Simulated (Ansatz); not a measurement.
Ansatz (an electronic-structure program) job for WO₂Cl, SMILES [O]=[W](=[O])[Cl] (connectivity only; charge and spin as stated), neutral, multiplicity 2, PBE0/def2-SVPD. Geometry: B3LYP-D3(BJ)/def2-SVP. The spin state was assumed, not searched. The isomer is the one that the SMILES or the coordinates give; other isomers of the formula were not compared. The def2 effective core potentials stand for the cores of W; spin–orbit coupling is left out.

Ansatz 0.2 input:
```yaml
crystal:
  periodic: [false, false, false]
  atoms:
    - {symbol: W, position_ang: [0.22763439, 0.07648873, -0.00000000]}
    - {symbol: O, position_ang: [1.14582857, -0.25273171, -1.40661522]}
    - {symbol: O, position_ang: [1.14582857, -0.25273171, 1.40661523]}
    - {symbol: Cl, position_ang: [-2.06930601, -0.09508579, 0.00000000]}
basis:
  gaussian:
    orbitals: def2-SVPD
hamiltonian:
  xc: {name: PBE0}
magnetization: {spin_polarized: true, initial_magnetization: 1}
```

Log of the run:

```
WARN ansatz: RAYON_NUM_THREADS=1 ignored (pool sized by the plan → 1); use --threads N
Functional definition: PBE0
integrals: 0.04 GiB planned
1012 factors; their error is unknown
mean field: 0.53 GiB planned
mean field evaluation 1: about -18413.0307 eV, gradient 6.6e1 eV
mean field evaluation 2: about -18149.4460 eV, gradient 2.3e2 eV
mean field evaluation 4: about -18429.4978 eV, gradient 6.6e0 eV
mean field evaluation 8: about -18429.7096 eV, gradient 1.2e-1 eV
mean field evaluation 16: about -18429.8521 eV, gradient 1.2e-3 eV
mean field -18429.85209975 eV, -677.2845724634 hartree, gradient 3.6e-5 eV, S^2 0.761462; 0 other end points of the search recorded, 0 dependent functions left out
reference -18429.85213528 eV, -677.2845737692 hartree; 24, 23 occupied and 84, 85 virtual orbitals, 1012 factors
Total energy: -18429.85213528 eV, -677.2845737692 hartree
```

The run converged.
